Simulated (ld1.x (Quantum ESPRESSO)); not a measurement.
**Pseudopotential generation for holmium (Ho): TM semilocal, LDA (PZ), non-relativistic.**

Input for ld1.x (Quantum ESPRESSO) 7.5:

```
&input
   title='Ho', zed=67., rel=0, dft='PZ', iswitch=3,
   config='[Xe] 4f11 5d0 6s0 6p0',
   nld=4, rlderiv=2.90, eminld=-6.0, emaxld=5.0, deld=0.02
 /
 &inputp
   pseudotype=1, tm=.true., lloc=0,
   nlcc=.true.,
   file_pseudopw='Ho.pp', file_wfcaegen='ae.wfc', file_wfcncgen='nc.wfc'
 /
4
5P  2  1   6.00   0.00  2.60  2.60  0.0
5D  3  2   0.00   0.00  2.65  2.65  0.0
4F  4  3  11.00   0.00  1.05  1.05  0.0
5S  1  0   2.00   0.00  1.45  1.45  0.0
 &test
   configts(1)='4f11 5s2 5p6 5d0 6s0 6p0'
 /
```

Command:

```bash
ld1.x < Ho.in > Ho.out
```

Output (shortened: banner, matrices, multipoles, cross overlaps and the repeated all-electron block are left out):

```
Program LD1 v.7.5
     --------------------------- All-electron run ----------------------------

     Ho

     atomic number is 67.00
     dft =PZ   lsd =0 sic =0 latt =0  beta=0.20 tr2=1.0E-14
     Exchange-correlation= PZ
                           (   1   1   0   0   0   0   0)
     mesh =1265 r(mesh) =  99.01857 a.u. xmin = -7.00 dx = 0.01250
     1 Ry =  13.60569312 eV

     n l     nl                  e(Ry)          e(Ha)          e(eV)
     1 0     1S 1( 2.00)     -3805.1177     -1902.5588    -51771.2636
     2 0     2S 1( 2.00)      -612.4878      -306.2439     -8333.3204
     2 1     2P 1( 6.00)      -584.4118      -292.2059     -7951.3281
     3 0     3S 1( 2.00)      -136.5754       -68.2877     -1858.2028
     3 1     3P 1( 6.00)      -123.8772       -61.9386     -1685.4357
     4 0     4S 1( 2.00)       -26.9771       -13.4885      -367.0421
     4 1     4P 1( 6.00)       -21.9169       -10.9584      -298.1946
     3 2     3D 1(10.00)      -100.1372       -50.0686     -1362.4359
     5 0     5S 1( 2.00)        -4.1722        -2.0861       -56.7656
     5 1     5P 1( 6.00)        -2.8401        -1.4200       -38.6415
     4 2     4D 1(10.00)       -12.8191        -6.4095      -174.4122
     4 3     4F 1(11.00)        -1.5516        -0.7758       -21.1101
     5 2     5D 1( 0.00)        -1.0361        -0.5181       -14.0974
     6 0     6S 1( 0.00)        -0.9934        -0.4967       -13.5159
     6 1     6P 1( 0.00)        -0.7176        -0.3588        -9.7632

     final scf error:  9.2E-15 reached in  24 iterations

     Etot =  -24122.226006 Ry,  -12061.113003 Ha, -328199.604487 eV

     Ekin =   24112.508272 Ry,   12056.254136 Ha,  328067.387970 eV
     Encl =  -57302.503062 Ry,  -28651.251531 Ha, -779640.271839 eV
     Eh   =    9571.246574 Ry,    4785.623287 Ha,  130223.443686 eV
     Exc  =    -503.477790 Ry,    -251.738895 Ha,   -6850.164304 eV

     normalization and overlap integrals

     s(1S/1S) =  1.000000  <r> =   0.0226  <r2> =    0.0007  r(max) =   0.0149
     s(2S/2S) =  1.000000  <r> =   0.0962  <r2> =    0.0108  r(max) =   0.0817
     s(2P/2P) =  1.000000  <r> =   0.0815  <r2> =    0.0080  r(max) =   0.0636
     s(3S/3S) =  1.000000  <r> =   0.2470  <r2> =    0.0695  r(max) =   0.2277
     s(3P/3P) =  1.000000  <r> =   0.2367  <r2> =    0.0648  r(max) =   0.2139
     s(4S/4S) =  1.000000  <r> =   0.5564  <r2> =    0.3493  r(max) =   0.5196
     s(4P/4P) =  1.000000  <r> =   0.5682  <r2> =    0.3671  r(max) =   0.5196
     s(3D/3D) =  1.000000  <r> =   0.2091  <r2> =    0.0512  r(max) =   0.1708
     s(5S/5S) =  1.000000  <r> =   1.3782  <r2> =    2.1393  r(max) =   1.2157
     s(5P/5P) =  1.000000  <r> =   1.5587  <r2> =    2.7608  r(max) =   1.3435
     s(4D/4D) =  1.000000  <r> =   0.5985  <r2> =    0.4159  r(max) =   0.5261
     s(4F/4F) =  1.000000  <r> =   0.8001  <r2> =    0.8520  r(max) =   0.5131
     s(5D/5D) =  1.000000  <r> =   2.3737  <r2> =    6.5947  r(max) =   1.8829
     s(6S/6S) =  1.000000  <r> =   3.5024  <r2> =   13.7274  r(max) =   3.1434
     s(6P/6P) =  1.000000  <r> =   4.1953  <r2> =   19.7863  r(max) =   3.7446

     ------------------------ End of All-electron run ------------------------

     --------------------- Generating NC pseudopotential ---------------------

      Generating local pot.: lloc=0, matching radius rcloc =   1.4500

      Computing core charge for nlcc:

       r > 0.73 : true rho core
       r < 0.73 : rho core = a sin(br)/r    a=  59.60  b=   3.56

      Integrated core pseudo-charge :  16.89

      Wfc   5P  rcut= 2.574  Using Troullier-Martins method

      Wfc   5D  rcut= 2.639  Using Troullier-Martins method

      Wfc   4F  rcut= 1.046  Using Troullier-Martins method

     ------------------- End of pseudopotential generation -------------------

     Computing logarithmic derivative in   2.89816
     Computing logarithmic derivative in   2.89816
     Computing the partial wave expansion
       no projector for channel:   0
     R is outside the sphere for l=    1 j= 0.00
     R is outside the sphere for l=    2 j= 0.00
     R is outside the sphere for l=    3 j= 0.00

     ---------------------- Testing the pseudopotential ----------------------

     Ho

     atomic number is 67.00   valence charge is 21.00
     dft =PZ   lsd =0 sic =0 latt =0  beta=0.20 tr2=1.0E-14
     mesh =1265 r(mesh) =  99.01857 xmin = -7.00 dx = 0.01250

     n l     nl             e AE (Ry)        e PS (Ry)    De AE-PS (Ry)
     4 3     4F   1(11.00)       -1.55157       -1.55157       -0.00000
     1 0     5S   1( 2.00)       -4.17219       -4.17219        0.00000
     2 1     5P   1( 6.00)       -2.84010       -2.84010        0.00000
     3 2     5D   1( 0.00)       -1.03614       -1.03614        0.00000
     2 0     6S   1( 0.00)       -0.99340       -0.99939        0.00599  !
     3 1     6P   1( 0.00)       -0.71758       -0.73718        0.01960  !

     eps = 2.1E-15  iter =  6

     Etot =  -24122.226006 Ry,  -12061.113003 Ha, -328199.604487 eV
     Etotps =  -387.365591 Ry,    -193.682795 Ha,   -5270.377353 eV

     Ekin =     432.123424 Ry,     216.061712 Ha,    5879.338692 eV
     Encl =    -600.776346 Ry,    -300.388173 Ha,   -8173.978592 eV
     Ehrt =     301.887419 Ry,     150.943709 Ha,    4107.387579 eV
     Ecxc =     -95.880293 Ry,     -47.940146 Ha,   -1304.517838 eV
     (Ecc =     -48.504312 Ry,     -24.252156 Ha,    -659.934783 eV)
     Epseu=    -424.719795 Ry,    -212.359898 Ha,   -5778.607194 eV

     ---------------------- End of pseudopotential test ----------------------
```

Generation and configuration tests took about 2.6 s on one core of a shared server CPU.

Transferability test of the new file with ld1.x, input:

```
&input
   title='Ho', zed=67., rel=0, dft='PZ', iswitch=2,
   config='[Xe] 4f11 5d0 6s0 6p0'
 /
 &test
   file_pseudo='Ho.pp', nconf=10,
   configts(1)='4f11 5s2 5p6 5d0 6s0 6p0',
   configts(2)='4f11 5s2 5p6 5d0 6s2 6p0',
   configts(3)='4f11 5s2 5p6 5d0 6s1 6p0',
   configts(4)='4f10 5s2 5p6 5d0 6s0 6p0',
   configts(5)='4f11 5s2 5p6 5d0 6s0 6p2',
   configts(6)='4f11 5s2 5p6 5d1 6s1 6p0',
   configts(7)='4f11 5s1 5p6 5d0 6s2 6p0',
   configts(8)='4f10 5s2 5p6 5d1 6s2 6p0',
   configts(9)='4f11 5s2 5p6 5d0 6s0 6p0', lsdts(9)=1,
   configts(10)='4f11 5s2 5p6 5d0 6s2 6p0', lsdts(10)=1
 /
```

```bash
ld1.x < Ho.test.in > Ho.test.out
```

Pseudopotential blocks of its output, shortened (energy terms left out; the distinct warnings before each block abridged to one line each):

```
     ---------------------- Testing the pseudopotential ----------------------

     n l     nl             e AE (Ry)        e PS (Ry)    De AE-PS (Ry)
     4 3     4F   1(11.00)       -1.55157       -1.55157       -0.00000
     1 0     5S   1( 2.00)       -4.17219       -4.17219        0.00000
     2 1     5P   1( 6.00)       -2.84010       -2.84010       -0.00000
     3 2     5D   1( 0.00)       -1.03614       -1.03614       -0.00000
     2 0     6S   1( 0.00)       -0.99340       -0.99939        0.00599  !
     3 1     6P   1( 0.00)       -0.71758       -0.73718        0.01960  !

     eps = 3.0E-15  iter = 17

     Etot =  -24122.226006 Ry,  -12061.113003 Ha, -328199.604487 eV
     Etotps =  -387.365589 Ry,    -193.682794 Ha,   -5270.377330 eV

     ---------------------- End of pseudopotential test ----------------------

          Warning: n=3, l=1 expected 1 nodes, found 0
     ---------------------- Testing the pseudopotential ----------------------

     n l     nl             e AE (Ry)        e PS (Ry)    De AE-PS (Ry)
     4 3     4F   1(11.00)       -0.54460       -0.54062       -0.00397
     1 0     5S   1( 2.00)       -3.16310       -3.15794       -0.00515  !
     2 1     5P   1( 6.00)       -1.83804       -1.83332       -0.00472
     3 2     5D   1( 0.00)       -0.14270       -0.13953       -0.00318
     2 0     6S   1( 2.00)       -0.26812       -0.26886        0.00074
     3 1     6P   1( 0.00)       -0.10074       -0.10074        0.00000

     eps = 4.5E-15  iter = 20

     Etot =  -24123.490202 Ry,  -12061.745101 Ha, -328216.804745 eV
     Etotps =  -388.635177 Ry,    -194.317589 Ha,   -5287.650958 eV
     dEtot_ae =      -1.264196 Ry
     dEtot_ps =      -1.269588 Ry,   Delta E=       0.005393 Ry

     ---------------------- End of pseudopotential test ----------------------

          ---------------------- Testing the pseudopotential ----------------------

     n l     nl             e AE (Ry)        e PS (Ry)    De AE-PS (Ry)
     4 3     4F   1(11.00)       -1.00926       -1.00684       -0.00242
     1 0     5S   1( 2.00)       -3.62863       -3.62549       -0.00314
     2 1     5P   1( 6.00)       -2.30130       -2.29844       -0.00286
     3 2     5D   1( 0.00)       -0.56091       -0.55878       -0.00213
     2 0     6S   1( 1.00)       -0.62962       -0.63210        0.00247
     3 1     6P   1( 0.00)       -0.41312       -0.12393       -0.28918  !

     eps = 3.8E-15  iter = 20

     Etot =  -24123.045081 Ry,  -12061.522541 Ha, -328210.748565 eV
     Etotps =  -388.188525 Ry,    -194.094262 Ha,   -5281.573941 eV
     dEtot_ae =      -0.819075 Ry
     dEtot_ps =      -0.822936 Ry,   Delta E=       0.003861 Ry

     ---------------------- End of pseudopotential test ----------------------

          ---------------------- Testing the pseudopotential ----------------------

     n l     nl             e AE (Ry)        e PS (Ry)    De AE-PS (Ry)
     4 3     4F   1(10.00)       -2.94200       -2.93331       -0.00869  !
     1 0     5S   1( 2.00)       -5.30222       -5.28097       -0.02125  !
     2 1     5P   1( 6.00)       -3.90860       -3.90457       -0.00403
     3 2     5D   1( 0.00)       -1.89851       -1.88476       -0.01376  !
     2 0     6S   1( 0.00)       -1.60990       -1.61979        0.00989  !
     3 1     6P   1( 0.00)       -1.25883       -1.30770        0.04887  !

     eps = 4.0E-15  iter = 22

     Etot =  -24119.996209 Ry,  -12059.998104 Ha, -328169.266546 eV
     Etotps =  -385.139634 Ry,    -192.569817 Ha,   -5240.091664 eV
     dEtot_ae =       2.229798 Ry
     dEtot_ps =       2.225955 Ry,   Delta E=       0.003842 Ry

     ---------------------- End of pseudopotential test ----------------------

          BEWARE! Errors in PS-KS equations
     Warning: n=2, l=1 expected 0 nodes, found 1
     Warning: n=4, l=3 expected 0 nodes, found 1
     ---------------------- Testing the pseudopotential ----------------------

     n l     nl             e AE (Ry)        e PS (Ry)    De AE-PS (Ry)
     4 3     4F   1(11.00)       -0.71969       -1.55157        0.83188  !
     1 0     5S   1( 2.00)       -3.33983       -4.17219        0.83236  !
     2 1     5P   1( 6.00)       -2.01175       -2.84010        0.82834  !
     3 2     5D   1( 0.00)       -0.27294       -0.35482        0.08188  !
     2 0     6S   1( 0.00)       -0.35707       -0.23722       -0.11985  !
     3 1     6P   1( 2.00)       -0.17069       -0.06657       -0.10412  !

     eps = 9.6E-15  iter = 37

     Etot =  -24123.136718 Ry,  -12061.568359 Ha, -328211.995350 eV
     Etotps =  -387.498729 Ry,    -193.749364 Ha,   -5272.188792 eV
     dEtot_ae =      -0.910712 Ry
     dEtot_ps =      -0.133140 Ry,   Delta E=      -0.777572 Ry

     ---------------------- End of pseudopotential test ----------------------

          ---------------------- Testing the pseudopotential ----------------------

     n l     nl             e AE (Ry)        e PS (Ry)    De AE-PS (Ry)
     4 3     4F   1(11.00)       -0.43995       -0.44297        0.00303
     1 0     5S   1( 2.00)       -3.05575       -3.05403       -0.00172
     2 1     5P   1( 6.00)       -1.73648       -1.73538       -0.00110
     3 2     5D   1( 1.00)       -0.08803       -0.08682       -0.00122
     2 0     6S   1( 1.00)       -0.23817       -0.23977        0.00160
     3 1     6P   1( 0.00)       -0.08704       -0.08704        0.00000

     eps = 7.6E-15  iter = 24

     Etot =  -24123.350761 Ry,  -12061.675381 Ha, -328214.907558 eV
     Etotps =  -388.492432 Ry,    -194.246216 Ha,   -5285.708809 eV
     dEtot_ae =      -1.124755 Ry
     dEtot_ps =      -1.126843 Ry,   Delta E=       0.002088 Ry

     ---------------------- End of pseudopotential test ----------------------

          ---------------------- Testing the pseudopotential ----------------------

     n l     nl             e AE (Ry)        e PS (Ry)    De AE-PS (Ry)
     4 3     4F   1(11.00)       -1.47726       -1.45196       -0.02530  !
     1 0     5S   1( 1.00)       -4.04759       -4.03664       -0.01095  !
     2 1     5P   1( 6.00)       -2.68479       -2.67749       -0.00729  !
     3 2     5D   1( 0.00)       -0.80061       -0.79447       -0.00613  !
     2 0     6S   1( 2.00)       -0.74568       -0.74833        0.00265
     3 1     6P   1( 0.00)       -0.49232       -0.50832        0.01601  !

     eps = 6.9E-15  iter = 24

     Etot =  -24119.894596 Ry,  -12059.947298 Ha, -328167.884033 eV
     Etotps =  -385.047327 Ry,    -192.523663 Ha,   -5238.835764 eV
     dEtot_ae =       2.331410 Ry
     dEtot_ps =       2.318262 Ry,   Delta E=       0.013148 Ry

     ---------------------- End of pseudopotential test ----------------------

          ---------------------- Testing the pseudopotential ----------------------

     n l     nl             e AE (Ry)        e PS (Ry)    De AE-PS (Ry)
     4 3     4F   1(10.00)       -1.06314       -1.06483        0.00168
     1 0     5S   1( 2.00)       -3.44220       -3.42231       -0.01989  !
     2 1     5P   1( 6.00)       -2.07261       -2.06859       -0.00402
     3 2     5D   1( 1.00)       -0.23530       -0.22549       -0.00981  !
     2 0     6S   1( 2.00)       -0.29740       -0.29955        0.00215
     3 1     6P   1( 0.00)       -0.11105       -0.11907        0.00802  !

     eps = 4.4E-15  iter = 23

     Etot =  -24122.879238 Ry,  -12061.439619 Ha, -328208.492154 eV
     Etotps =  -388.019890 Ry,    -194.009945 Ha,   -5279.279553 eV
     dEtot_ae =      -0.653231 Ry
     dEtot_ps =      -0.654301 Ry,   Delta E=       0.001070 Ry

     ---------------------- End of pseudopotential test ----------------------

          ---------------------- Testing the pseudopotential ----------------------

     n l     nl             e AE (Ry)        e PS (Ry)    De AE-PS (Ry)
     4 3     4F   1( 7.00)       -1.62369       -1.63705        0.01335  !
     1 0     5S   1( 1.00)       -4.20575       -4.20675        0.00100
     2 1     5P   1( 3.00)       -2.86640       -2.86951        0.00310
     3 2     5D   1( 0.00)       -1.04615       -1.04548       -0.00068
     2 0     6S   1( 0.00)       -0.99717       -1.00348        0.00631  !
     3 1     6P   1( 0.00)       -0.72035       -0.74139        0.02105  !
     4 3     4F   2( 4.00)       -1.46271       -1.44539       -0.01732  !
     1 0     5S   2( 1.00)       -4.13324       -4.13280       -0.00044
     2 1     5P   2( 3.00)       -2.80989       -2.80681       -0.00308
     3 2     5D   2( 0.00)       -1.02506       -1.02633        0.00127
     2 0     6S   2( 0.00)       -0.98908       -0.99488        0.00580  !
     3 1     6P   2( 0.00)       -0.71443       -0.21433       -0.50010  !

     eps = 1.5E-15  iter = 21

     Etot =  -24122.346785 Ry,  -12061.173393 Ha, -328201.247765 eV
     Etotps =  -387.509402 Ry,    -193.754701 Ha,   -5272.333999 eV
     dEtot_ae =      -0.120779 Ry
     dEtot_ps =      -0.143813 Ry,   Delta E=       0.023034 Ry

     ---------------------- End of pseudopotential test ----------------------

          ---------------------- Testing the pseudopotential ----------------------

     n l     nl             e AE (Ry)        e PS (Ry)    De AE-PS (Ry)
     4 3     4F   1( 7.00)       -0.61678       -0.62637        0.00958  !
     1 0     5S   1( 1.00)       -3.19686       -3.19282       -0.00404
     2 1     5P   1( 3.00)       -1.86439       -1.86280       -0.00158
     3 2     5D   1( 0.00)       -0.14963       -0.14596       -0.00367
     2 0     6S   1( 1.00)       -0.27039       -0.27130        0.00091
     3 1     6P   1( 0.00)       -0.10181       -0.03054       -0.07127  !
     4 3     4F   2( 4.00)       -0.45622       -0.43505       -0.02118  !
     1 0     5S   2( 1.00)       -3.12448       -3.11897       -0.00551  !
     2 1     5P   2( 3.00)       -1.80838       -1.80073       -0.00765  !
     3 2     5D   2( 0.00)       -0.13561       -0.13335       -0.00225
     2 0     6S   2( 1.00)       -0.26576       -0.26638        0.00061
     3 1     6P   2( 0.00)       -0.09967       -0.09967        0.00000

     eps = 2.9E-15  iter = 20

     Etot =  -24123.610668 Ry,  -12061.805334 Ha, -328218.443772 eV
     Etotps =  -388.778746 Ry,    -194.389373 Ha,   -5289.604312 eV
     dEtot_ae =      -1.384662 Ry
     dEtot_ps =      -1.413157 Ry,   Delta E=       0.028495 Ry

     ---------------------- End of pseudopotential test ----------------------
```
